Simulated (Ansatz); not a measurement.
`[Cl][Al]([Cl])[GeH3]` and `[SiH3][Al]([Cl])[Cl]` differ in one atom or group.

Ansatz, PBE0-D4/def2-TZVP geometries, multiplicity 1. 

Scalar relativity is left out up to krypton.

| property | `[Cl][Al]([Cl])[GeH3]` |
| --- | --- |
| LUMO energy (PBE0/def2-TZVPP) / eV | -1.78 |
| LUMO energy (B3LYP/def2-TZVPP) / eV | -1.93 |
| HOMO–LUMO gap (PBE0/def2-TZVPP) / eV | 6.50 |
| size of the dipole moment (ωB97M-V/def2-TZVPP) / D | 1.31 |
| size of the dipole moment (PBE/def2-TZVPP) / D | 1.32 |
| HOMO energy (PBE/def2-TZVPP) / eV | -7.16 |

(1) Give the same properties after the change, and the shifts. (An estimate is asked.)

Answers

(1) Ansatz gave: 
```
                                          property  `[SiH3][Al]([Cl])[Cl]`  shift
                LUMO energy (PBE0/def2-TZVPP) / eV                   -1.86  -0.08
               LUMO energy (B3LYP/def2-TZVPP) / eV                   -2.01  -0.08
              HOMO–LUMO gap (PBE0/def2-TZVPP) / eV                    6.46  -0.04
size of the dipole moment (ωB97M-V/def2-TZVPP) / D                    1.43   0.12
    size of the dipole moment (PBE/def2-TZVPP) / D                    1.40   0.08
                 HOMO energy (PBE/def2-TZVPP) / eV                   -7.18  -0.02
```

Dipoles are sizes alone; their direction can turn.

B3LYP here is the variant with VWN-RPA as its local correlation; programs differ in this.
